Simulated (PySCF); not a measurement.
Computed with PBE0-D3(BJ)/def2-TZVP // PBE0-D3(BJ)/def2-SVP in PySCF. Gas-phase values, no solvent. One relaxed conformer stands for a flexible species; it need not be the lowest. Excitations are Tamm–Dancoff values on a coarser integration grid. The basis has no diffuse functions, so Rydberg states are missing or too high.

Reference species (SMILES): `C=Cc1cc(F)ccc1[SiH3]` (C–C–C–C torsion 20°) (neutral, multiplicity 1).

The S1–T1 gap (TDA) is 1.62 eV and the S1 oscillator strength is 0.034. The LUMO comes out as -1.53 eV and the HOMO is -6.93 eV.

After one change: the S1–T1 gap (TDA) increases by 0.06 eV; the S1 oscillator strength goes up by 0.151; the LUMO drops by 0.09 eV; the HOMO rises by 0.13 eV.

Question: Which change was made? The new species is one of these.
A. `C=C(F)c1cccc([SiH3])c1` (F–C–C–C torsion 179°)
B. `C=Cc1ccc([SiH3])cc1F` (C–C–C–C torsion 0°)
C. `C=C([SiH3])c1cccc(F)c1` (Si–C–C–C torsion 144°)
D. `C=C([SiH3])c1ccc(F)cc1` (Si–C–C–C torsion 33°)

Answer: B, `C=Cc1ccc([SiH3])cc1F` (C–C–C–C torsion 0°)
